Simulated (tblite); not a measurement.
Level: GFN2-xTB in tblite, geometry and Hessian alike; calculated harmonic values, unscaled, isolated species. This tight-binding method is rough: wavenumbers can miss measured ones by several per cent, in bad cases by 10 to 20. Modes of hydrogen on boron, phosphorus and silicon can be 10 to 20 % off. One conformer each. Thermal functions are those of the rigid rotor and harmonic oscillator, without mixing of conformers.

Task: Order these by their heat capacity Cp at 298.15 K, highest first (cal/(mol K)).
A. `C=C(/C=N/[SiH2]P)C[SiH3]`
B. `C=CN1C[SiH2][Si@H](P)C1`
C. `CC#C[Si@H](P)CN[SiH3]`
D. `C[N+]1(C)[BH2-][C@H](O)CC1`
E. `C=C(COC)[C@@](F)(Cl)CC`

Result: C (50.2), A (48.5), B (45.9), E (45.3), D (37.4).

| SMILES | atoms | mass (u) | symmetry number | modes under 300 cm⁻¹ | ZPE (kcal/mol) | S translation (cal/(mol K)) | S rotation | S vibration | S | Cp |
| --- | --- | --- | --- | --- | --- | --- | --- | --- | --- | --- |
| CC#C[Si@H](P)CN[SiH3] | 20 | 161.02 | 1 | 12 | 87.5 | 41.2 | 31.3 | 52.6 | 125.1 | 50.2 |
| C=C(/C=N/[SiH2]P)C[SiH3] | 20 | 161.02 | 1 | 10 | 86.5 | 41.2 | 30.7 | 42.0 | 113.9 | 48.5 |
| C=CN1C[SiH2][Si@H](P)C1 | 20 | 161.02 | 1 | 7 | 91.2 | 41.2 | 30.0 | 34.0 | 105.2 | 45.9 |
| C=C(COC)[C@@](F)(Cl)CC | 22 | 166.06 | 1 | 10 | 110.4 | 41.3 | 30.4 | 39.6 | 111.2 | 45.3 |
| C[N+]1(C)[BH2-][C@H](O)CC1 | 22 | 115.12 | 1 | 7 | 120.9 | 40.2 | 28.2 | 21.8 | 90.2 | 37.4 |

Entropies and Cp are for 298.15 K and 1 bar.
